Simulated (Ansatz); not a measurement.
```yaml
crystal:
  periodic: [true, true, true]
  atoms:
    - {symbol: C, position_ang: [-0.451663, 1.901357, -1.026825]}
    - {symbol: N, position_ang: [-0.539584, 0.705727, -0.696688]}
    - {symbol: B, position_ang: [-0.603945, -0.581686, -0.315687]}
    - {symbol: Si, position_ang: [0.729228, -1.274528, 1.029797]}
    - {symbol: H, position_ang: [0.166551, 2.211982, -1.872339]}
    - {symbol: H, position_ang: [-0.991404, 2.680575, -0.483618]}
    - {symbol: H, position_ang: [-1.456481, -1.276792, -0.791575]}
    - {symbol: H, position_ang: [1.515733, -2.402255, 0.453407]}
    - {symbol: H, position_ang: [0.029100, -1.795963, 2.238323]}
    - {symbol: H, position_ang: [1.685567, -0.219515, 1.468006]}
basis:
  gaussian: {orbitals: x2c-TZVPPall}
total_charge: -1
magnetization: {spin_polarized: true, initial_magnetization: 1}
hamiltonian: {xc: {name: B3LYP5}}
output: {forces: true}
```

```sh
$ ansatz run in.yaml --threads 2 --pin off --events-out ev --progress --plain --max-ram 4352MiB
```

Problem. How does Ansatz answer? (An estimate is asked.)

Solution. The calculation gave: The program refused the input.
```
Error: YAML parse error: error: line 2 column 3: crystal: missing field `lattice` (a structure is typed as `lattice` and `atoms`, a molecule's as `atoms` in Å alone, or read from a run's directory, `checkpoint`)
 --> <input>:2:3
1 | crystal:
2 |   periodic: [true, true, true]
3 |   atoms:
4 |     - {symbol: C, position_ang: [-0.451663, 1.901357, -1.026825]}
```

B3LYP here is the variant with VWN-RPA as its local correlation; programs differ in this.
